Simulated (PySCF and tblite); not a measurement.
Results of a calculation; reference values are marked as such.
System: 2,3-difluorophenol, C₆H₄F₂O, numbered as in [OH:1][c:2]1[cH:3][cH:4][cH:5][c:6]([F:7])[c:8]1[F:9].

Motion: rotation about the C2–O1 bond (torsion C3–C2–O1–H from -180° to 0°, rising). GFN2-xTB gives an electronic barrier of 7.7 kcal/mol and a reaction energy of 2.6 kcal/mol.

PBE/pcSseg-1 + D3(BJ) on GFN2-xTB geometries gives 6.3 kcal/mol and k(298 K) = 1.2×10⁹ s⁻¹.

Task: What does PBE0/pcseg-1 + D3(BJ) give on GFN2-xTB geometries?

Result: A barrier of 5.5 kcal/mol, 0.7 below the first DFT barrier (from unrounded values), a reaction energy of 2.8 kcal/mol and, with GFN2-xTB thermal terms, ΔG‡(298 K) = 4.8 kcal/mol and k = 3.9×10⁹ s⁻¹ (2 equivalent paths).

Programs: tblite and PySCF.
